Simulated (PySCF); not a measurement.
Ligands exchanged one at a time, Sn F-C2H5. Gas-phase values, no solvent. One relaxed conformer stands for each flexible species; it need not be the lowest. Strings in code marks are SMILES.

The HOMO from two functionals at the same geometries (PBE0-D4/def2-SVP), both in PySCF: PBE-D3(BJ)/def2-TZVP and B3LYP-D3(BJ)/def2-TZVP. B3LYP has the VWN-RPA correlation part, as in Gaussian. 

| species | PBE-D3(BJ)/def2-TZVP (eV) | B3LYP-D3(BJ)/def2-TZVP (eV) |
|---|---|---|
| 0 of 4 F replaced by C2H5 (`[F][Sn]([F])([F])[F]`) | -10.22 | -12.07 |
| 1 of 4 F replaced by C2H5 (`C[CH2][Sn]([F])([F])[F]`) | -8.13 | -9.31 |
| 2 of 4 F replaced by C2H5 (`C[CH2][Sn]([F])([F])[CH2]C` (C–C–Sn–F torsion 17°, F–Sn–C–C torsion 46°)) | -6.76 | -7.78 |
| 4 of 4 F replaced by C2H5 | -5.85 | -6.80 |

Over these rows, drawn at random from the members with no instability flagged (it was tested for open shells, ions and some series alone), PBE minus B3LYP-D3(BJ): mean +1.25 eV, from +0.95 eV to +1.85 eV.
